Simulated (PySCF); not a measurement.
Two species compared at the same levels of theory.

First species: C5H6Cl2O.
Geometry (GFN2-xTB, Å), atoms numbered from 1 in this order:
```xyz
14
C5H6Cl2O angstrom
C     -2.4001   -0.0254    0.2791
C     -0.9771   -0.4407    0.0108
O     -0.6372   -1.6020   -0.0381
C     -0.0687    0.7037   -0.1938
C      1.2645    0.6320   -0.2925
Cl     2.1747    2.0773   -0.5282
C      2.0874   -0.6005   -0.1835
Cl     3.1391   -0.4783    1.2657
H     -2.4352    0.6314    1.1456
H     -3.0163   -0.9020    0.4582
H     -2.7879    0.5223   -0.5778
H     -0.5445    1.6710   -0.2629
H      1.4501   -1.4770   -0.0627
H      2.7506   -0.7122   -1.0419
```

Second species: C₄H₅F₃O.
SMILES: `CO/C(F)=C/C(F)F`

Levels: PBE0/def2-SVPD for dipole moment, HOMO energy, LUMO energy, HOMO–LUMO gap, static isotropic polarisability and electronic spatial extent ⟨r²⟩ about the centre of nuclear charge; TDDFT PBE0/def2-SVPD for lowest singlet excitation; TDA PBE0/def2-SVPD for lowest triplet excitation (Tamm–Dancoff); GFN2-xTB for rotational constant A and rotational constant C. Geometries: GFN2-xTB. Each species is one conformer at its optimised geometry, gas phase, non-relativistic unless stated. Electronic properties by PySCF.

The conformers computed, where there is a choice (atom-mapped SMILES and torsion angles):
- `[CH3:1][C:2](=[O:3])/[CH:4]=[C:5](/[Cl:6])[CH2:7][Cl:8]`: C1–C2–C4–C5 172°, C4–C5–C7–Cl8 -115°
- `[CH3:1][O:2]/[C:3]([F:4])=[CH:5]/[CH:6]([F:7])[F:8]`: C1–O2–C3–F4 0°, C3–C5–C6–F7 122°

Values for the first species:

| Item | Value |
| --- | --- |
| Dipole moment | 2.94 D |
| HOMO energy | -7.75 eV |
| LUMO energy | -2.41 eV |
| HOMO–LUMO gap | 5.34 eV |
| Lowest singlet excitation | 3.54 eV |
| Lowest triplet excitation (Tamm–Dancoff) | 3.09 eV |
| Static isotropic polarisability | 95.0 au |
| Electronic spatial extent ⟨r²⟩ about the centre of nuclear charge | 1648 bohr² |
| Rotational constant A | 1.920 GHz |
| Rotational constant C | 0.659 GHz |

Q: Estimate the same properties for the second species, and the change in each.

A: 
```tsv
property	first	second	second less first
dipole moment	2.94 D	4.38 D	+1.44 D
HOMO energy	-7.75 eV	-7.33 eV	+0.42 eV
LUMO energy	-2.41 eV	0.10 eV	+2.51 eV
HOMO–LUMO gap	5.34 eV	7.43 eV	+2.09 eV
lowest singlet excitation	3.54 eV	6.44 eV	+2.90 eV
lowest triplet excitation (Tamm–Dancoff)	3.09 eV	4.39 eV	+1.30 eV
static isotropic polarisability	95.0 au	58.8 au	-36.2 au
electronic spatial extent ⟨r²⟩ about the centre of nuclear charge	1648 bohr²	1226 bohr²	-422 bohr²
rotational constant A	1.920 GHz	5.209 GHz	+3.289 GHz
rotational constant C	0.659 GHz	0.912 GHz	+0.253 GHz
```

On the first: The vertical singlet–triplet gap S1 − T1 is 0.45 eV (TDDFT singlet less Tamm–Dancoff triplet; S1: HOMO→LUMO, weight 0.96; T1: HOMO→LUMO, weight 0.89). No computed singlet falls in the visible range (750 to 380 nm, 1.65 to 3.26 eV); S1 lies 0.28 eV above its blue end.

On the second: The dipole matches unit charges of opposite sign 0.91 Å apart (1 e·Å = 4.8032 D). A dipole of 4.38 D is allowed in Cs, and pure rotational transitions are dipole-allowed.
